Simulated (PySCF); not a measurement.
SbF under electron impact: the energy ladder

CCSD(T) extrapolated to the basis-set limit (PySCF; SbF CCSD(T)/CBS(DT), SbF⁺ CCSD(T)/CBS(DT); CV core-valence, SR scalar-relativistic term); no spin–orbit coupling.

```
species  state (unpaired electrons)  Re (Å)  ωe (cm⁻¹)  energy of the minimum from the neutral (eV)  De (eV)  dissociates to
    SbF              triplet (π ↑↑)   1.916        611                                         0.00     4.12          Sb + F
   SbF⁺               doublet (π ↑)   1.842        726                                         8.89     4.37         Sb⁺ + F
```

Question: Work out the lowest energy to break SbF into atoms, from its vibrational ground state.

Answer: D0 = De − ωe/2 = 4.12 − 0.04 = 4.08 eV (composite CCSD(T)).

Question: Work out the ionisation energy of the Sb atom at this level and the threshold of dissociative ionisation.

Answer: IE(Sb) = 8.89 + 4.37 − 4.12 = 9.14 eV, so Sb⁺ + F + e⁻ appears at D0 + IE(Sb) = 13.22 eV (composite CCSD(T)). The measured IE(Sb) is 8.608 eV (NIST ASD).

These are thermodynamic thresholds; the onsets seen under electron impact lie higher where the geometry changes, and cross-sections peak well above them.

Spin–orbit coupling is left out, which matters for elements this heavy, above all for dissociation energies. For an ion De counts to the pair picked by the measured ionisation energies or electron affinities, which need not be the lowest pair at this level. States were picked by a PBE0 search and need not be the measured ground states.
